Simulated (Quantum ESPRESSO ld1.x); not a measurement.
Question: The strontium ion Sr3+, configuration [Ar] 3d10 4s2 4p5 (the NIST ground configuration). Method: non-relativistic Kohn-Sham, LDA (Slater exchange, Perdew-Zunger correlation), spin-polarised, spherical densities, point nucleus; open shells are filled with parallel spins first; relativity is left out, which matters for an element this heavy; computed with ld1.x of Quantum ESPRESSO 7.5. Some entries of the table are withheld. Estimate them.

orbital  occ.  eigenvalue (eV)  <r^2> (bohr^2)
1s up       1         -15619.4        0.002166
1s down     1         -15619.3        0.002166
2s up       1         -2111.90         0.03695
2s down     1         -2111.82         0.03695
2p up       3         -1928.40         0.02832
2p down     3         -1928.28         0.02832
3s up       1         -350.484          0.2918
3s down     1         -350.324          0.2917
3p up       3         -283.285          0.2962
3p down     3         -283.109          0.2960
3d up       5         -161.142          0.3002
3d down     5         -160.948          0.2995
4s up       1         -67.9478             (1)
4s down     1         -67.0299             (2)
4p up       3         -50.6067           2.552
4p down     2         -49.7240           2.571

Answer: 
(1) 4s up <r^2> (bohr^2): 2.055
(2) 4s down <r^2> (bohr^2): 2.061
